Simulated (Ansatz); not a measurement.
Harmonic vibrations of C2H4GeS, SMILES `S=[C]1[CH2][GeH2]1` by finite differences.

```yaml
crystal:
  periodic: [false, false, false]
  atoms:
    - {symbol: S, position_ang: [-1.689016, 1.850283, 0.675775]}
    - {symbol: C, position_ang: [-0.644916, 0.659791, 0.464467]}
    - {symbol: C, position_ang: [0.783890, 0.520402, 0.189531]}
    - {symbol: Ge, position_ang: [-0.319873, -1.024052, -0.441974]}
    - {symbol: H, position_ang: [1.314158, 1.312849, -0.333622]}
    - {symbol: H, position_ang: [1.358343, 0.083975, 1.009245]}
    - {symbol: H, position_ang: [-0.766267, -1.143193, -1.895886]}
    - {symbol: H, position_ang: [0.055779, -2.317157, 0.276663]}
basis:
  gaussian: {orbitals: def2-TZVP}
hamiltonian: {xc: pbe0, dispersion: d4}
phonons: {temperatures: {t_min: 298.15, t_max: 900, t_step: 200}}
```

```sh
$ ansatz run in.yaml --threads 2 --pin off --events-out ev --progress --plain --max-ram 4352MiB
```

It prints (some lines left out):

```
Functional definition: PBE0
mean field -69477.95476817 eV, -2553.2677438810 hartree, gradient 1.5e-5 eV, S^2 0.000000; 0 other end points of the search recorded, 0 dependent functions left out
mean field -69477.95468043 eV, -2553.2677406565 hartree, gradient 1.9e-6 eV, S^2 0.000000; 0 other end points of the search recorded, 0 dependent functions left out
mean field -69477.95473065 eV, -2553.2677425021 hartree, gradient 1.9e-6 eV, S^2 0.000000; 0 other end points of the search recorded, 0 dependent functions left out
mean field -69477.95472096 eV, -2553.2677421460 hartree, gradient 1.9e-6 eV, S^2 0.000000; 0 other end points of the search recorded, 0 dependent functions left out
mean field -69477.95466586 eV, -2553.2677401213 hartree, gradient 1.9e-6 eV, S^2 0.000000; 0 other end points of the search recorded, 0 dependent functions left out
mean field -69477.95477502 eV, -2553.2677441328 hartree, gradient 1.9e-6 eV, S^2 0.000000; 0 other end points of the search recorded, 0 dependent functions left out
mean field -69477.95475064 eV, -2553.2677432367 hartree, gradient 1.9e-6 eV, S^2 0.000000; 0 other end points of the search recorded, 0 dependent functions left out
mean field -69477.95462759 eV, -2553.2677387149 hartree, gradient 1.9e-6 eV, S^2 0.000000; 0 other end points of the search recorded, 0 dependent functions left out
mean field -69477.95463191 eV, -2553.2677388736 hartree, gradient 1.9e-6 eV, S^2 0.000000; 0 other end points of the search recorded, 0 dependent functions left out
mean field -69477.95467176 eV, -2553.2677403380 hartree, gradient 1.9e-6 eV, S^2 0.000000; 0 other end points of the search recorded, 0 dependent functions left out
mean field -69477.95464177 eV, -2553.2677392359 hartree, gradient 1.9e-6 eV, S^2 0.000000; 0 other end points of the search recorded, 0 dependent functions left out
mean field -69477.95473302 eV, -2553.2677425894 hartree, gradient 1.9e-6 eV, S^2 0.000000; 0 other end points of the search recorded, 0 dependent functions left out
mean field -69477.95472116 eV, -2553.2677421534 hartree, gradient 1.9e-6 eV, S^2 0.000000; 0 other end points of the search recorded, 0 dependent functions left out
mean field -69477.95461744 eV, -2553.2677383419 hartree, gradient 1.9e-6 eV, S^2 0.000000; 0 other end points of the search recorded, 0 dependent functions left out
mean field -69477.95460315 eV, -2553.2677378166 hartree, gradient 1.9e-6 eV, S^2 0.000000; 0 other end points of the search recorded, 0 dependent functions left out
mean field -69477.95465447 eV, -2553.2677397028 hartree, gradient 1.9e-6 eV, S^2 0.000000; 0 other end points of the search recorded, 0 dependent functions left out
mean field -69477.95464958 eV, -2553.2677395231 hartree, gradient 1.9e-6 eV, S^2 0.000000; 0 other end points of the search recorded, 0 dependent functions left out
mean field -69477.95466012 eV, -2553.2677399103 hartree, gradient 1.9e-6 eV, S^2 0.000000; 0 other end points of the search recorded, 0 dependent functions left out
mean field -69477.95465861 eV, -2553.2677398548 hartree, gradient 1.9e-6 eV, S^2 0.000000; 0 other end points of the search recorded, 0 dependent functions left out
mean field -69477.95474724 eV, -2553.2677431119 hartree, gradient 1.9e-6 eV, S^2 0.000000; 0 other end points of the search recorded, 0 dependent functions left out
mean field -69477.95473035 eV, -2553.2677424912 hartree, gradient 1.9e-6 eV, S^2 0.000000; 0 other end points of the search recorded, 0 dependent functions left out
mean field -69477.95463914 eV, -2553.2677391392 hartree, gradient 1.9e-6 eV, S^2 0.000000; 0 other end points of the search recorded, 0 dependent functions left out
mean field -69477.95469664 eV, -2553.2677412523 hartree, gradient 1.9e-6 eV, S^2 0.000000; 0 other end points of the search recorded, 0 dependent functions left out
mean field -69477.95467275 eV, -2553.2677403743 hartree, gradient 1.9e-6 eV, S^2 0.000000; 0 other end points of the search recorded, 0 dependent functions left out
mean field -69477.95468819 eV, -2553.2677409419 hartree, gradient 1.9e-6 eV, S^2 0.000000; 0 other end points of the search recorded, 0 dependent functions left out
mean field -69477.95474192 eV, -2553.2677429163 hartree, gradient 1.9e-6 eV, S^2 0.000000; 0 other end points of the search recorded, 0 dependent functions left out
mean field -69477.95472491 eV, -2553.2677422912 hartree, gradient 1.9e-6 eV, S^2 0.000000; 0 other end points of the search recorded, 0 dependent functions left out
mean field -69477.95471065 eV, -2553.2677417673 hartree, gradient 1.9e-6 eV, S^2 0.000000; 0 other end points of the search recorded, 0 dependent functions left out
mean field -69477.95470510 eV, -2553.2677415634 hartree, gradient 1.9e-6 eV, S^2 0.000000; 0 other end points of the search recorded, 0 dependent functions left out
mean field -69477.95473361 eV, -2553.2677426110 hartree, gradient 1.9e-6 eV, S^2 0.000000; 0 other end points of the search recorded, 0 dependent functions left out
mean field -69477.95473767 eV, -2553.2677427602 hartree, gradient 1.9e-6 eV, S^2 0.000000; 0 other end points of the search recorded, 0 dependent functions left out
mean field -69477.95473566 eV, -2553.2677426863 hartree, gradient 1.9e-6 eV, S^2 0.000000; 0 other end points of the search recorded, 0 dependent functions left out
mean field -69477.95472323 eV, -2553.2677422295 hartree, gradient 1.9e-6 eV, S^2 0.000000; 0 other end points of the search recorded, 0 dependent functions left out
mean field -69477.95474238 eV, -2553.2677429335 hartree, gradient 1.9e-6 eV, S^2 0.000000; 0 other end points of the search recorded, 0 dependent functions left out
mean field -69477.95474528 eV, -2553.2677430399 hartree, gradient 1.9e-6 eV, S^2 0.000000; 0 other end points of the search recorded, 0 dependent functions left out
mean field -69477.95471029 eV, -2553.2677417540 hartree, gradient 1.9e-6 eV, S^2 0.000000; 0 other end points of the search recorded, 0 dependent functions left out
mean field -69477.95470292 eV, -2553.2677414832 hartree, gradient 1.9e-6 eV, S^2 0.000000; 0 other end points of the search recorded, 0 dependent functions left out
mean field -69477.95475765 eV, -2553.2677434944 hartree, gradient 1.9e-6 eV, S^2 0.000000; 0 other end points of the search recorded, 0 dependent functions left out
mean field -69477.95476382 eV, -2553.2677437211 hartree, gradient 1.9e-6 eV, S^2 0.000000; 0 other end points of the search recorded, 0 dependent functions left out
mean field -69477.95475455 eV, -2553.2677433804 hartree, gradient 1.9e-6 eV, S^2 0.000000; 0 other end points of the search recorded, 0 dependent functions left out
mean field -69477.95477098 eV, -2553.2677439842 hartree, gradient 1.9e-6 eV, S^2 0.000000; 0 other end points of the search recorded, 0 dependent functions left out
mean field -69477.95470696 eV, -2553.2677416318 hartree, gradient 1.9e-6 eV, S^2 0.000000; 0 other end points of the search recorded, 0 dependent functions left out
mean field -69477.95472887 eV, -2553.2677424370 hartree, gradient 1.9e-6 eV, S^2 0.000000; 0 other end points of the search recorded, 0 dependent functions left out
mean field -69477.95476198 eV, -2553.2677436537 hartree, gradient 1.9e-6 eV, S^2 0.000000; 0 other end points of the search recorded, 0 dependent functions left out
mean field -69477.95476197 eV, -2553.2677436534 hartree, gradient 1.9e-6 eV, S^2 0.000000; 0 other end points of the search recorded, 0 dependent functions left out
mean field -69477.95471866 eV, -2553.2677420617 hartree, gradient 1.9e-6 eV, S^2 0.000000; 0 other end points of the search recorded, 0 dependent functions left out
mean field -69477.95473726 eV, -2553.2677427450 hartree, gradient 1.9e-6 eV, S^2 0.000000; 0 other end points of the search recorded, 0 dependent functions left out
mean field -69477.95475012 eV, -2553.2677432179 hartree, gradient 1.9e-6 eV, S^2 0.000000; 0 other end points of the search recorded, 0 dependent functions left out
mean field -69477.95475383 eV, -2553.2677433540 hartree, gradient 1.9e-6 eV, S^2 0.000000; 0 other end points of the search recorded, 0 dependent functions left out
Total energy: -69478.11607378 eV, -2553.2736717529 hartree
Atom 0 at    -1.689016     1.850283     0.675775 Å, force     0.001482    -0.001807    -0.000269 eV/Å
Atom 1 at    -0.644916     0.659791     0.464467 Å, force     0.000247     0.003030     0.000817 eV/Å
Atom 2 at     0.783890     0.520402     0.189531 Å, force    -0.003313     0.000321    -0.000463 eV/Å
Atom 3 at    -0.319873    -1.024052    -0.441974 Å, force     0.001257    -0.002358     0.000479 eV/Å
Atom 4 at     1.314158     1.312849    -0.333622 Å, force     0.000908     0.000275    -0.000399 eV/Å
Atom 5 at     1.358343     0.083975     1.009245 Å, force     0.000112    -0.000244     0.001021 eV/Å
Atom 6 at    -0.766267    -1.143193    -1.895886 Å, force    -0.000521     0.000104    -0.000578 eV/Å
Atom 7 at     0.055779    -2.317157     0.276663 Å, force    -0.000172     0.000680    -0.000608 eV/Å
Dipole moment:     0.364312    -0.425848    -0.160267 e Å
Vibrations: 142.27 285.73 396.36 430.73 483.16 548.37 560.45 723.93 818.99 859.58 938.38 1016.13 1335.13 1413.14 2176.36 2206.87 3087.60 3176.92 cm⁻¹, zero-point energy 1.277043 eV
```

Hardware: 2 threads of an Arm Neoverse V2 on a shared host. Wall time 2.8 min, peak host memory 0.44 GiB.
